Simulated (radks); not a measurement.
Spherical quantum dot in the effective-mass picture: electrons in a hard-walled sphere of radius 1.59, all in effective atomic units (hartree* = m*/eps^2 hartree, bohr* = eps/m* bohr), one dielectric constant everywhere. Calculated with a radial shooting solver with Libxc functionals: non-relativistic Kohn-Sham, LDA (Slater exchange, Perdew-Wang correlation), spin-polarised, spherical densities. Levels are named by radial order and angular momentum (1s, 1p, 1d, 2s, ...), and open shells are averaged over m.

N = 20, configuration 1s2 1p6 1d10 2s(up 1, down 0) 1f(up 1, down 0). This is the lowest configuration that the search found. Occupied and some empty levels:

level    occupation  eigenvalue (hartree*)  <r> (bohr*)
1s up             1                 19.049       0.9515
1s down           1                 19.127       0.9569
1p up             3                 20.434        1.036
1p down           3                 20.493        1.037
1d up             5                 22.531        1.094
1d down           5                 22.585        1.094
2s up             1                 25.090       0.7400
1f up             1                 25.248        1.137
2s down           0                 25.299       0.7433
1f down           0                 25.301        1.137
1g up             0                 28.534        1.171
1g down           0                 28.588        1.171
2p up             0                 28.846       0.8395
2p down           0                 28.974       0.8427
2d up             0                 33.160       0.9085
2d down           0                 33.246       0.9104

Energy (hartree*): total 270.001, kinetic 116.14, external 0, Hartree 172.89, exchange-correlation -19.032.
